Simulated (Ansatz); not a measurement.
CH$_{8}$AlBSi (`CB[SiH2][AlH2]`). The species carries charge 0 and has multiplicity 1.

Z-matrix (Å, degrees):
```
C
B 1 1.555
H 1 1.094 2 113.2
H 1 1.091 2 116.2 3 -128.6
H 1 1.103 2 104.8 3 113.7
Si 2 1.992 1 123.5 3 138.2
H 2 1.202 1 118.5 3 -38.4
Al 6 2.463 2 101.8 1 -89.7
H 6 1.491 2 115.0 1 152.3
H 6 1.494 2 113.6 1 25.4
H 8 1.590 6 119.7 2 78.9
H 8 1.589 6 121.4 2 -99.3
```

Problem. Give the diagnostics of a CCSD(T)/def2-TZVPP run (frozen core, Ansatz 0.2.0). (An estimate is asked.)

Solution. Ansatz gave: T1 = 0.0142, largest single amplitude 0.027, largest double 0.034, (T) share of the correlation energy 3.5 %, 10 CCSD cycles. The RHF solution is stable towards an unrestricted one. T1 lies under the customary mark of 0.02 for closed shells.
